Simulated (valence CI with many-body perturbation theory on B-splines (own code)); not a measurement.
Forbidden lines of Ba XXXIV

Level of theory: valence CI with perturbative core correlation (CI+MBPT): five valence electrons over a frozen Dirac-Fock core [Ar], radial functions for each j: 7 s, 7 p, 8 d, 6 f, 4 g, 1 h, with the one-electron correlation potential Σ1 (screened to all orders), the two-electron term Σ2, the three-electron term Σ3, Breit, model QED; selected single and double excitations, second order for the rest (own B-spline code, finite nucleus).

No measured spectrum was set against this ion. As an estimate, large intervals hold to a few tenths of a per cent, small ones and those within an open d or f shell to about a per cent. Only levels of the ground parity were solved; by the run's estimate the other parity begins above the list, which can be wrong where configurations are misplaced.

Lines 1 to 50 of 120 in falling wavelength, among levels below 92.589 eV, chosen from the decays that carry over 1 % of a level's rate. Wavelengths and rates use the calculated energies. Electric multipoles are in the length gauge, E1 and E2 with the static RPA response of the core. S is in atomic units (e²a₀⁴ for E2 and M2, e²a₀⁶ for E3), for M1 in squared Bohr magnetons. Weak lines are less certain than strong ones. Lines between different terms over intervals too small for the method are left out, as are lines whose strength nearly cancels.

Levels are named by their leading jj configuration (3d3/2^4 stands for four electrons in 3d with j = 3/2), which in mixed levels can hold well under half, so a name can repeat and another be missing. Letters in brackets count levels of one name in rising energy.

| λ vac (nm) | Upper | Lower | Type | A (s⁻¹) | S (a.u.) |
| --- | --- | --- | --- | --- | --- |
| 1107 | (3d3/2^3 3d5/2^2) J=11/2 | (3d3/2^3 3d5/2^2) J=7/2 [a] | E2 | 5.86e-08 | 1.04e-04 |
| 504.7 | (3d3/2^3 3d5/2^2) J=9/2 | (3d3/2^3 3d5/2^2) J=11/2 | M1 | 1.19e+02 | 5.66e+00 |
| 357.7 | (3d3/2^2 3d5/2^3) J=13/2 | (3d3/2^2 3d5/2^3) J=11/2 | M1 | 1.57e+02 | 3.73e+00 |
| 346.6 | (3d3/2^3 3d5/2^2) J=9/2 | (3d3/2^3 3d5/2^2) J=7/2 [a] | M1 | 4.04e+02 | 6.23e+00 |
| 338.4 | (3d3/2^3 3d5/2^2) J=5/2 [b] | (3d3/2^3 3d5/2^2) J=3/2 [a] | M1 | 3.12e+02 | 2.69e+00 |
| 255.4 | (3d3/2^3 3d5/2^2) J=1/2 | (3d3/2^3 3d5/2^2) J=3/2 [a] | M1 | 2.17e+03 | 2.68e+00 |
| 248.6 | (3d3/2^3 3d5/2^2) J=7/2 [b] | (3d3/2^3 3d5/2^2) J=5/2 [b] | M1 | 7.47e+02 | 3.41e+00 |
| 234.9 | (3d3/2^2 3d5/2^3) J=7/2 [b] | (3d3/2^2 3d5/2^3) J=5/2 [b] | M1 | 3.63e+02 | 1.40e+00 |
| 205.7 | (3d3/2^2 3d5/2^3) J=5/2 [b] | (3d3/2^3 3d5/2^2) J=3/2 [b] | M1 | 9.24e+02 | 1.79e+00 |
| 169.4 | (3d3/2^2 3d5/2^3) J=9/2 [b] | (3d3/2^2 3d5/2^3) J=9/2 [a] | M1 | 9.46e+02 | 1.70e+00 |
| 157.1 | (3d3/2^2 3d5/2^3) J=5/2 [c] | (3d3/2^2 3d5/2^3) J=3/2 [a] | M1 | 9.02e+02 | 7.77e-01 |
| 156.5 | (3d3/2^2 3d5/2^3) J=3/2 [a] | (3d3/2^2 3d5/2^3) J=5/2 [a] | M1 | 3.13e+03 | 1.78e+00 |
| 155.2 | (3d3/2^3 3d5/2^2) J=7/2 [a] | (3d3/2^3 3d5/2^2) J=5/2 [a] | M1 | 4.10e+03 | 4.54e+00 |
| 144.0 | (3d3/2^2 3d5/2^3) J=9/2 [a] | (3d3/2^3 3d5/2^2) J=7/2 [b] | M1 | 2.93e+03 | 3.24e+00 |
| 142.9 | (3d3/2^3 3d5/2^2) J=3/2 [a] | (3d3/2^3 3d5/2^2) J=5/2 [a] | M1 | 1.36e+03 | 5.90e-01 |
| 137.9 | (3d3/2^2 3d5/2^3) J=7/2 [b] | (3d3/2^2 3d5/2^3) J=9/2 [a] | M1 | 5.32e+02 | 4.14e-01 |
| 132.8 | (3d3/2^3 3d5/2^2) J=7/2 [b] | (3d3/2^3 3d5/2^2) J=7/2 [a] | M1 | 2.10e+03 | 1.46e+00 |
| 125.9 | (3d3/2^2 3d5/2^3) J=9/2 [c] | (3d3/2^2 3d5/2^3) J=7/2 [b] | M1 | 1.23e+03 | 9.11e-01 |
| 122.8 | (3d3/2^3 3d5/2^2) J=3/2 [b] | (3d3/2^3 3d5/2^2) J=1/2 | M1 | 9.32e+02 | 2.56e-01 |
| 119.9 | (3d3/2^2 3d5/2^3) J=3/2 [b] | (3d3/2^2 3d5/2^3) J=3/2 [a] | M1 | 2.77e+03 | 7.08e-01 |
| 112.8 | (3d3/2 3d5/2^4) J=7/2 [a] | (3d3/2^2 3d5/2^3) J=5/2 [c] | M1 | 4.65e+03 | 1.98e+00 |
| 111.7 | (3d3/2^2 3d5/2^3) J=7/2 [a] | (3d3/2^3 3d5/2^2) J=5/2 [b] | M1 | 7.01e+03 | 2.90e+00 |
| 109.9 | (3d3/2^3 3d5/2^2) J=3/2 [b] | (3d3/2^3 3d5/2^2) J=5/2 [b] | M1 | 2.42e+03 | 4.77e-01 |
| 107.9 | (3d3/2^2 3d5/2^3) J=7/2 [b] | (3d3/2^2 3d5/2^3) J=7/2 [a] | M1 | 3.04e+03 | 1.13e+00 |
| 107.6 | (3d3/2^2 3d5/2^3) J=9/2 [c] | (3d3/2^2 3d5/2^3) J=9/2 [b] | M1 | 9.28e+03 | 4.29e+00 |
| 104.4 | (3d3/2^2 3d5/2^3) J=7/2 [a] | (3d3/2^3 3d5/2^2) J=9/2 | M1 | 1.28e+04 | 4.31e+00 |
| 104.2 | (3d3/2^2 3d5/2^3) J=5/2 [a] | (3d3/2^3 3d5/2^2) J=7/2 [a] | M1 | 9.89e+03 | 2.49e+00 |
| 102.6 | (3d3/2^2 3d5/2^3) J=5/2 [c] | (3d3/2^3 3d5/2^2) J=3/2 [b] | M1 | 9.34e+03 | 2.24e+00 |
| 101.0 | (3d3/2^2 3d5/2^3) J=5/2 [c] | (3d3/2^2 3d5/2^3) J=7/2 [a] | M1 | 4.28e+03 | 9.83e-01 |
| 100.6 | (3d3/2^2 3d5/2^3) J=5/2 [b] | (3d3/2^3 3d5/2^2) J=7/2 [b] | M1 | 5.16e+03 | 1.17e+00 |
| 100.5 | (3d3/2^3 3d5/2^2) J=5/2 [b] | (3d3/2^3 3d5/2^2) J=5/2 [a] | M1 | 2.42e+04 | 5.45e+00 |
| 98.45 | (3d3/2^2 3d5/2^3) J=11/2 | (3d3/2^3 3d5/2^2) J=9/2 | M1 | 4.82e+03 | 2.05e+00 |
| 97.21 | (3d3/2^3 3d5/2^2) J=5/2 [a] | (3d3/2^4 3d5/2) J=5/2 | M1 | 3.48e+04 | 7.12e+00 |
| 96.90 | (3d3/2^2 3d5/2^3) J=1/2 [b] | (3d3/2^2 3d5/2^3) J=3/2 [a] | M1 | 5.73e+03 | 3.87e-01 |
| 94.64 | (3d3/2^2 3d5/2^3) J=1/2 [a] | (3d3/2^3 3d5/2^2) J=1/2 | M1 | 2.72e+04 | 1.71e+00 |
| 92.50 | (3d3/2 3d5/2^4) J=5/2 [a] | (3d3/2^2 3d5/2^3) J=3/2 [a] | M1 | 1.06e+04 | 1.87e+00 |
| 92.22 | (3d3/2 3d5/2^4) J=7/2 [a] | (3d3/2^2 3d5/2^3) J=9/2 [b] | M1 | 7.33e+03 | 1.70e+00 |
| 86.81 | (3d3/2^2 3d5/2^3) J=3/2 [a] | (3d3/2^3 3d5/2^2) J=1/2 | M1 | 3.39e+03 | 3.28e-01 |
| 85.35 | (3d3/2^2 3d5/2^3) J=3/2 [b] | (3d3/2^3 3d5/2^2) J=3/2 [b] | M1 | 5.99e+02 | 5.52e-02 |
| 83.54 | (3d3/2 3d5/2^4) J=11/2 | (3d3/2^2 3d5/2^3) J=9/2 [b] | M1 | 6.93e+03 | 1.80e+00 |
| 82.95 | (3d3/2^3 3d5/2^2) J=3/2 [b] | (3d3/2^3 3d5/2^2) J=3/2 [a] | M1 | 3.56e+03 | 3.01e-01 |
| 82.38 | (3d3/2^2 3d5/2^3) J=11/2 | (3d3/2^3 3d5/2^2) J=11/2 | M1 | 2.91e+04 | 7.25e+00 |
| 80.25 | (3d3/2^2 3d5/2^3) J=7/2 [a] | (3d3/2^3 3d5/2^2) J=7/2 [a] | M1 | 1.44e+04 | 2.20e+00 |
| 80.13 | (3d3/2^2 3d5/2^3) J=3/2 [a] | (3d3/2^3 3d5/2^2) J=5/2 [b] | M1 | 9.32e+03 | 7.11e-01 |
| 78.39 | (3d3/2^2 3d5/2^3) J=5/2 [c] | (3d3/2^2 3d5/2^3) J=5/2 [a] | M1 | 5.40e+03 | 5.79e-01 |
| 77.82 | (3d3/2^2 3d5/2^3) J=9/2 [b] | (3d3/2^3 3d5/2^2) J=7/2 [b] | M1 | 6.39e+03 | 1.12e+00 |
| 73.67 | (3d3/2^2 3d5/2^3) J=9/2 [a] | (3d3/2^3 3d5/2^2) J=11/2 | M1 | 1.21e+04 | 1.79e+00 |
| 72.71 | (3d3/2 3d5/2^4) J=7/2 [a] | (3d3/2^2 3d5/2^3) J=5/2 [b] | M1 | 2.10e+04 | 2.40e+00 |
| 71.62 | (3d3/2^2 3d5/2^3) J=5/2 [b] | (3d3/2^3 3d5/2^2) J=5/2 [b] | M1 | 3.75e+04 | 3.06e+00 |
| 70.44 | (3d3/2^2 3d5/2^3) J=7/2 [b] | (3d3/2^3 3d5/2^2) J=7/2 [b] | M1 | 4.40e+03 | 4.56e-01 |
